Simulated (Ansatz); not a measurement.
`B[Si](O)(F)Cl` and `C[Si](O)(F)Cl` differ in one atom or group.

Ansatz, PBE0-D4/def2-TZVP geometries, multiplicity 1. Each molecule was computed in one conformer, which needn't be the lowest.

```json
{"property": "ideal-gas entropy at 298 K and 1 bar (rigid rotor, harmonic PBE0-D4/def2-TZVP) / J/(mol·K)", "`B[Si](O)(F)Cl`": "351"}
{"property": "size of the dipole moment (B3LYP/def2-TZVPP) / D", "`B[Si](O)(F)Cl`": "1.02"}
{"property": "HOMO–LUMO gap (B3LYP/def2-TZVPP) / eV", "`B[Si](O)(F)Cl`": "5.60"}
{"property": "HOMO–LUMO gap (PBE/def2-TZVPP) / eV", "`B[Si](O)(F)Cl`": "3.69"}
{"property": "HOMO energy (PBE0/def2-TZVPP) / eV", "`B[Si](O)(F)Cl`": "-8.84"}
{"property": "HOMO energy (PBE/def2-TZVPP) / eV", "`B[Si](O)(F)Cl`": "-7.53"}
```

Problem. What does the change do to each property? (Estimate.)

Solution. Computed: 
| property | `C[Si](O)(F)Cl` | shift |
| --- | --- | --- |
| ideal-gas entropy at 298 K and 1 bar (rigid rotor, harmonic PBE0-D4/def2-TZVP) / J/(mol·K) | 345 | -6 |
| size of the dipole moment (B3LYP/def2-TZVPP) / D | 1.11 | 0.09 |
| HOMO–LUMO gap (B3LYP/def2-TZVPP) / eV | 9.28 | 3.68 |
| HOMO–LUMO gap (PBE/def2-TZVPP) / eV | 7.52 | 3.83 |
| HOMO energy (PBE0/def2-TZVPP) / eV | -9.27 | -0.43 |
| HOMO energy (PBE/def2-TZVPP) / eV | -7.74 | -0.21 |

With PBE0 the HOMO falls by 0.43 eV and the LUMO rises by 3.51 eV, so the gap widens by about 3.94 eV. PBE moves the HOMO by -0.21 eV and ωB97M-V by -0.57 eV. The zero-point energy changes by 43.9 kJ/mol with +3 modes. Dipoles are sizes alone; their direction can turn.

B3LYP here is the variant with VWN-RPA as its local correlation; programs differ in this.
